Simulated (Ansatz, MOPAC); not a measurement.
Species: RbF, net charge 0, singlet state. SMILES: [F][Rb]

Atoms: Rb1, F2. Bonds: Rb1-F2.

Bond lengths (Å) and angles (degrees) optimised at AM1 with MOPAC; PM6 with MOPAC; PM7 with MOPAC; MNDO with MOPAC; HF/STO-3G with Ansatz (a first-principles code); PBE/6-31G* with LANL2DZ past Ar with Ansatz, each started from the B3LYP-D3(BJ)/def2-TZVP structure (Ansatz) of the last column. A row stands for all coordinates that are equal there. 6-31G* holds six Cartesian d functions.

```csv
coordinate,AM1,PM6,PM7,MNDO,HF/STO-3G,PBE/6-31G* with LANL2DZ past Ar,B3LYP-D3(BJ)/def2-TZVP
Rb1-F2,2.270,2.188,1.882,2.270,2.365,2.439,2.355
```

Mean signed difference of all 1 bond lengths from B3LYP-D3(BJ)/def2-TZVP: AM1 -0.085 Å, PM6 -0.167 Å, PM7 -0.473 Å, MNDO -0.085 Å, HF/STO-3G 0.010 Å, PBE/6-31G* with LANL2DZ past Ar 0.083 Å.
